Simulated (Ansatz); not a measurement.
Ansatz (an electronic-structure program) input (CCSD(T)/aug-cc-pV(D+d)Z):
A basis named .json is the Basis Set Exchange file of that set.

Ansatz 0.2 input:
```yaml
crystal:
  periodic: [false, false, false]
  atoms:
    - {symbol: O, position_ang: [0.21607434, -1.02505445, -1.52572186]}
    - {symbol: Si, position_ang: [-0.24921035, -0.21058624, -0.21054232]}
    - {symbol: O, position_ang: [-1.81190948, -0.34414589, 0.17640653]}
    - {symbol: O, position_ang: [0.26143006, -1.57030381, 0.93222362]}
    - {symbol: Si, position_ang: [0.89484112, 1.75922624, 0.36128374]}
    - {symbol: H, position_ang: [0.48595177, -0.63576090, -2.36274873]}
    - {symbol: H, position_ang: [-2.45708913, 0.36897726, 0.16128072]}
    - {symbol: H, position_ang: [-0.42565011, -1.91151177, 1.53194265]}
    - {symbol: H, position_ang: [0.76263755, -2.30391943, 0.53362051]}
    - {symbol: H, position_ang: [2.33296634, 1.45470889, 0.24040747]}
    - {symbol: H, position_ang: [0.48934566, 2.09268709, 1.73967956]}
    - {symbol: H, position_ang: [0.44824786, 2.76989224, -0.61782826]}
basis:
  gaussian:
    orbitals: aug-cc-pV_D+d_Z.json
total_charge: 1
magnetization: {spin_polarized: false}
correlation: {method: ccsd_t, electrons: outside_noble_gas}
output: {forces: true}
```

Output:

```
Functional definition: HF
integrals: 0.94 GiB planned
1934 factors; integrals over basis functions are off by at most 7.3e-4 eV
1.17 GiB of device memory are held for the factors and their scratch space
mean field: 1.23 GiB planned
mean field evaluation 1: about -21935.0508 eV, gradient 7.2e1 eV
mean field evaluation 2: about -21935.2994 eV, gradient 7.2e1 eV
mean field evaluation 4: about -21944.9423 eV, gradient 4.2e0 eV
mean field evaluation 8: about -21945.0369 eV, gradient 3.3e-1 eV
mean field evaluation 16: about -21940.9504 eV, gradient 4.6e1 eV
mean field -21945.03737889 eV, -806.4652487936 hartree, gradient 9.6e-6 eV, S^2 0.000000; 0 other end points of the search recorded, 0 dependent functions left out
13 core orbitals not correlated
reference -21945.03737889 eV, -806.4652487936 hartree; 16, 16 occupied and 167, 167 virtual orbitals, 1934 factors
densities: 6.37 GiB planned
second order -21.93386233 eV of doubles, -0.00000000 eV of singles
coupled cluster: 4.85 GiB planned
cycle   1  -22.48408836 eV  change   -5.5e-1 eV  update   1.1e-1
cycle   2  -23.04851607 eV  change   -5.6e-1 eV  update   3.3e-2
cycle   3  -23.19702300 eV  change   -1.5e-1 eV  update   1.8e-2
cycle   4  -23.18837162 eV  change    8.7e-3 eV  update   4.1e-3
cycle   5  -23.18585457 eV  change    2.5e-3 eV  update   1.7e-3
cycle   6  -23.18663182 eV  change   -7.8e-4 eV  update   4.7e-4
cycle   7  -23.18634184 eV  change    2.9e-4 eV  update   1.6e-4
cycle   8  -23.18621024 eV  change    1.3e-4 eV  update   4.7e-5
cycle   9  -23.18621440 eV  change   -4.2e-6 eV  update   1.7e-5
cycle  10  -23.18621929 eV  change   -4.9e-6 eV  update   5.6e-6
perturbative correction -0.65249099 eV, -0.0239786016 hartree
the calculation of the forces begins
1.17 GiB of device memory are held for the factors and their scratch space
Total energy: -21968.87608917 eV, -807.3413052380 hartree
Atom 0 at     0.216074    -1.025054    -1.525722 Å, force     0.210500    -0.615886    -0.499788 eV/Å
Atom 1 at    -0.249210    -0.210586    -0.210542 Å, force     0.406323     0.804058     0.167858 eV/Å
Atom 2 at    -1.811909    -0.344146     0.176407 Å, force    -0.714515    -0.307823     0.260603 eV/Å
Atom 3 at     0.261430    -1.570304     0.932224 Å, force     0.134069    -0.040273     0.172355 eV/Å
Atom 4 at     0.894841     1.759226     0.361284 Å, force     0.011262     0.007928     0.010023 eV/Å
Atom 5 at     0.485952    -0.635761    -2.362749 Å, force     0.038134     0.111653    -0.110224 eV/Å
Atom 6 at    -2.457089     0.368977     0.161281 Å, force    -0.061978     0.147616    -0.014703 eV/Å
Atom 7 at    -0.425650    -1.911512     1.531943 Å, force    -0.055449    -0.095165     0.008457 eV/Å
Atom 8 at     0.762638    -2.303919     0.533621 Å, force    -0.021414    -0.106270    -0.019574 eV/Å
Atom 9 at     2.332966     1.454709     0.240407 Å, force     0.145869    -0.035757    -0.014734 eV/Å
Atom 10 at     0.489346     2.092687     1.739680 Å, force    -0.045370     0.030139     0.140797 eV/Å
Atom 11 at     0.448248     2.769892    -0.617828 Å, force    -0.047432     0.099780    -0.101070 eV/Å
Dipole moment:     0.037009    -0.362647     0.195808 e Å
```

It need not be the lowest isomer of its formula.
